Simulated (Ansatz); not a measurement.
A search over several starts for the lowest SCF solution of [InCl4]- (InCl4⁻) at the given spin, in a small basis.

```yaml
crystal:
  periodic: [false, false, false]
  atoms:
    - {symbol: In, position_ang: [0.000097, 0.000038, -0.000080]}
    - {symbol: Cl, position_ang: [0.010882, -0.016933, 2.432482]}
    - {symbol: Cl, position_ang: [2.289777, 0.011281, -0.821097]}
    - {symbol: Cl, position_ang: [-1.155237, 1.988932, -0.791801]}
    - {symbol: Cl, position_ang: [-1.145519, -1.983328, -0.819494]}
basis:
  gaussian: {orbitals: def2-SVP, initial_orbitals: start.molden}
total_charge: -1
hamiltonian: {xc: pbe0, dispersion: d4}
output: {orbitals: {seedname: orbitals}}
```

The file start.molden holds the orbitals of an earlier run on this structure, at another level or in another basis.

```sh
$ ansatz run in.yaml --threads 4 --pin off --events-out ev --progress --plain --max-ram 3916MiB
```

Shortened log:

```
Functional definition: PBE0
971 factors; integrals over basis functions are off by at most 3.0e-4 eV
mean field evaluation 1: about -55240.7900 eV, gradient 1.2e1 eV
mean field evaluation 2: about -55241.0219 eV, gradient 2.4e-1 eV
mean field evaluation 4: about -55241.0841 eV, gradient 5.9e-4 eV
mean field evaluation 8: about -55239.9922 eV, gradient 1.8e1 eV
mean field evaluation 16: about -55241.0841 eV, gradient 1.4e-2 eV
mean field -55241.08409507 eV, -2030.0723967423 hartree, gradient 2.5e-5 eV, S^2 0.000000; 1 other end points of the search recorded, 0 dependent functions left out
reference -55241.08413221 eV, -2030.0723981069 hartree; 45, 45 occupied and 53, 53 virtual orbitals, 971 factors
Total energy: -55241.27631565 eV, -2030.0794607182 hartree
```

Run time 3.2 s (4 threads of Intel Xeon on a shared host).

In the def2 sets In takes a core potential; there is no spin–orbit coupling.
